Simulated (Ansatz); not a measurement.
A structure relaxed at PBE0-D4/def2-TZVP, charge 0, multiplicity 1:

```xyz
14

C    -0.195   -1.857   -0.899
B    -1.447   -0.958   -0.626
O    -1.380    0.378   -0.402
Si   -0.134    1.473   -0.344
Si    1.143    1.196    1.601
H     0.759   -1.329   -0.967
H    -0.340   -2.431   -1.820
H    -0.113   -2.607   -0.103
H    -2.549   -1.440   -0.594
H     0.732    1.336   -1.549
H    -0.759    2.819   -0.370
H     1.778   -0.150    1.621
H     0.290    1.339    2.811
H     2.213    2.230    1.641
```

(1) Give its formula and SMILES.

(2) Point group (tolerance 0.08 Å, 0.16 Å for H)?

(3) Summarise the bond lengths by kind.

Answers

(1) CH9BOSi2, `CBO[SiH2][SiH3]`.

(2) C1.

(3) 1 × B–C 1.565 Å; 3 × C–H 1.093 to 1.097 Å; 1 × B–O 1.356 Å; 1 × B–H 1.203 Å; 1 × O–Si 1.659 Å; 1 × Si–Si 2.344 Å; 5 × H–Si 1.485 to 1.490 Å.

Program: Ansatz 0.2.0.
